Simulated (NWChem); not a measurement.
# Atomisation of H₆BP

```
P
H 1 1.4177
H 1 1.4177 2 99.53
H 1 1.4177 2 99.53 3 101.44
B 1 1.9488 2 118.17 3 -129.28
H 5 1.2188 1 103.54 2 180.00
H 5 1.2188 6 114.70 1 -112.06
H 5 1.2188 6 114.70 7 -135.89
```
Charge 0, spin multiplicity 1.

Program: NWChem. All single points use one geometry, from B3LYP/def2-SVP, a minimum by its harmonic frequencies.

Basis set: def2-TZVP. The atomisation energy is electronic alone: no zero-point, thermal, spin-orbit or counterpoise terms. No value is extrapolated to the basis-set limit. Free atoms are single determinants with multiplicities B 2, H 2, P 4. Correlated methods freeze the same cores in atoms and molecule, 6 orbitals in all.

B3LYP has NWChem's definition, with VWN1-RPA local correlation. The structure started from a generated list of species. The stability of the SCF solutions was not checked. Open-shell Hartree-Fock references start from PBE0 orbitals. No row is a measurement; the coupled-cluster row has its own basis-set and correlation limits.

Q: For the atomisation energy, LDA (SVWN5) gives 614.7 kcal/mol and CAM-B3LYP gives 553.4 kcal/mol. What do TPSS, CCSD(T), B3LYP give?

A: TPSS: 563.1 kcal/mol; CCSD(T): 525.2 kcal/mol; B3LYP: 551.3 kcal/mol.
